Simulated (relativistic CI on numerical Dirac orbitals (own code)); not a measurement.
Ions with 2 electrons, He I to Sc XX

Computed by Dirac-Coulomb-Breit CI, orbitals from a KLI potential per configuration, a model potential for QED, unscaled Slater integrals (own radial code, finite nucleus).

CI space: 1s², 1s2s, 1s2p, 1s3s, 1s3p, 1s3d. Levels of other configurations are missing.

Energies above each ion's lowest level, in eV. Levels are followed by their leading LS label, which can pass from one level to another where the coupling changes.

```
    Ion  1s² ¹S0  1s2s ³S1  1s2s ¹S0  1s2p ³P°2  1s2p ³P°1  1s2p ³P°0  1s2p ¹P°1
   He I        0    18.734    19.497     19.879     19.879     19.879     20.217
  Li II        0    57.916    59.822     60.193     60.193     60.194     61.338
 Be III        0    117.47    120.57     120.83     120.83     120.83     122.87
   B IV        0    197.44    201.73     201.86     201.85     201.86      204.8
    C V        0    297.82    303.32     303.31      303.3      303.3     307.17
   N VI        0    418.64    425.34     425.21     425.18     425.18     429.98
  O VII        0    559.91    567.83     567.59     567.52     567.51     573.26
 F VIII        0    721.65    730.79     730.46     730.34     730.32     737.02
  Ne IX        0    903.88    914.25     913.86     913.67     913.63     921.31
  Mg XI        0    1329.9    1342.8     1342.4     1341.9     1341.8     1351.6
 Al XII        0    1573.8    1587.9     1587.6       1587     1586.8     1597.6
Si XIII        0    1838.2    1853.6     1853.5     1852.6     1852.4     1864.3
  P XIV        0    2123.3      2140     2140.1     2138.9     2138.6     2151.7
   S XV        0    2429.1      2447     2447.6     2445.9     2445.5     2459.9
 Cl XVI        0    2755.6    2774.8     2775.8     2773.7     2773.2     2788.9
Ar XVII        0    3102.9    3123.4     3125.1     3122.3     3121.7     3138.8
K XVIII        0    3470.9    3492.8     3495.2     3491.7     3490.9     3509.7
 Ca XIX        0    3859.9    3883.1     3886.5     3882.1     3881.1     3901.6
  Sc XX        0    4269.8    4294.3     4298.9     4293.4     4292.2     4314.6
```

The lowest level keeps the configuration 1s² and J = 0 throughout.

Between Z = 18 and 21 the energy of 1s2s ³S1 follows a local power law Z^2.1. For orientation: electrostatic splittings inside a shell grow about linearly with the screened charge, excitations that change n as its square, and fine structure as its fourth power; written in Z itself the exponents are larger, since the screened charge grows faster in proportion.

The members near neutrality are the least accurate: they can be off by several eV, miss lower levels of configurations outside the list, or start from a wrong lowest level.
